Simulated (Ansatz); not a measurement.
Consider the redistribution: `N[SiH2]O[Si](N)(O)O` + `O=[CH][SnH3]` → `N[Si](O)(O)C=O` + `N[SiH2][O][SnH3]`.

Program: Ansatz. Geometries: PBE0-D4/def2-TZVP. ΔE: electronic, gas phase. CBS: MP2 limit from def2 TZ/QZ plus the TZ coupled-cluster correction, frozen cores. DFT in def2-TZVPP. B3LYP here is the variant with VWN-RPA as its local correlation; programs differ in this. def2 core potentials past Kr. For Sn outer-core shells are correlated without core-valence functions, which leaves a few kJ/mol of doubt a bond. Each species was taken in one conformer, which may not be the lowest.

`N[SiH2]O[Si](N)(O)O`:

Z-matrix (Å, degrees):
```
Si
O 1 1.633
N 1 1.732 2 110.3
H 1 1.484 2 107.9 3 121.9
H 1 1.483 2 109.4 3 -117.1
Si 2 1.642 1 131.6 3 -11.8
H 3 1.008 1 118.1 2 -129.1
H 3 1.009 1 119.0 2 92.5
N 6 1.704 2 106.7 1 -76.1
O 6 1.631 2 109.7 1 162.8
O 6 1.633 2 109.9 1 43.8
H 9 1.008 6 118.2 2 170.1
H 9 1.008 6 118.5 2 -52.2
H 10 0.958 6 116.7 2 -69.9
H 11 0.968 6 111.0 2 -38.1
```

`O=[CH][SnH3]`:

```xyz
7

O    -0.862   -2.006   -0.379
C     0.067   -1.331   -0.042
Sn   -0.046    0.876    0.027
H     1.029   -1.815    0.250
H     1.145    1.528   -1.009
H    -1.604    1.347   -0.468
H     0.271    1.400    1.622
```

`N[Si](O)(O)C=O`:

Z-matrix (Å, degrees):
```
Si
O 1 1.636
O 1 1.645 2 103.9
N 1 1.687 2 114.8 3 126.4
C 1 1.916 2 110.0 3 -118.2
H 2 0.959 1 116.4 3 9.2
H 3 0.958 1 116.5 2 161.4
H 4 1.005 1 125.1 2 -43.9
H 4 1.008 1 117.7 2 112.7
O 5 1.210 1 121.5 2 -122.8
H 5 1.117 1 119.8 2 57.3
```

`N[SiH2][O][SnH3]`:

Cartesian coordinates in Å:
```
N 1.191 0.110 -1.143
Si 0.185 -1.206 -0.673
O -0.616 -0.862 0.702
Sn -0.972 0.945 1.401
H 2.125 0.223 -0.786
H 1.095 0.522 -2.056
H -0.753 -1.407 -1.811
H 0.974 -2.440 -0.418
H -1.641 1.885 0.146
H 0.499 1.577 1.984
H -2.087 0.653 2.655
```

```json
{"level": "r2SCAN-D4", "ΔE (kJ/mol)": "92.1"}
{"level": "PBE0-D4", "ΔE (kJ/mol)": "90.1"}
{"level": "B3LYP-D4", "ΔE (kJ/mol)": "89.7"}
{"level": "ωB97M-V", "ΔE (kJ/mol)": "87.9"}
{"level": "B2PLYP", "ΔE (kJ/mol)": "86.8"}
{"level": "SCS-MP2/def2-TZVPP", "ΔE (kJ/mol)": "84.2"}
{"level": "MP2/CBS(def2)", "ΔE (kJ/mol)": "81.5"}
{"level": "CCSD/CBS(def2)", "ΔE (kJ/mol)": "83.1"}
```

Question: What does CCSD(T)/CBS give? (Best estimate.)

Answer: The calculation gave: +83.2 kJ/mol. The listed levels differ from it by 8.9, 6.9, 6.5, 4.7, 3.6, 1.0, -1.7, -0.1 kJ/mol.

Largest T1 diagnostic among the species: 0.016.

In def2-TZVPP, CCSD(T) changes the Hartree–Fock value by +4.8 kJ/mol (the triples alone add +0.1 kJ/mol) and MP2 by +3.1 kJ/mol.
